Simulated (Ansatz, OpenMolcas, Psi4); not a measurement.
**How methods differ on As2 (SMILES [As]#[As])**

As2: 2 atoms, total charge 0, spin state singlet. As SMILES, `[As]#[As]`. The shape is that of a PBE0-D4/def2-TZVP optimisation.

```csv
atom,x (Å),y (Å),z (Å)
As,0.0000,0.0000,0.0025
As,0.0000,0.0000,2.0915
```

Each level gives the electronic atomisation energy (eV). The values are calculated. Electronic energies at fixed atoms, without zero-point motion or spin-orbit coupling.

```tsv
level	kind	program	value (eV)
SVWN5/def2-TZVPPD	LDA	OpenMolcas	5.34
BLYP/def2-TZVPPD	GGA	Ansatz	4.39
r2SCAN/def2-TZVPPD	meta-GGA	Ansatz	3.95
BHLYP/def2-TZVPPD	global hybrid	OpenMolcas	3.45
r2SCAN0/def2-TZVPPD	hybrid meta-GGA	Ansatz	3.53
HSE06/def2-TZVPPD	range-separated hybrid	Ansatz	3.76
RPA@PBE/def2-TZVPPD	RPA	Ansatz	3.80
MP2/def2-TZVPPD	perturbation theory	Psi4	3.81
BCCD(T)/def2-TZVPPD	coupled cluster or CI	Ansatz	3.68
FCI/STO-3G	exact in the basis	Ansatz	4.08
```

All-electron rows without a relativistic Hamiltonian named are non-relativistic. The values span 3.45 to 5.34 eV. High-level rows in very small sets aren't better than simpler rows in larger ones. In the correlated wave-function rows the outer d shell of As is correlated, in sets not made for it.
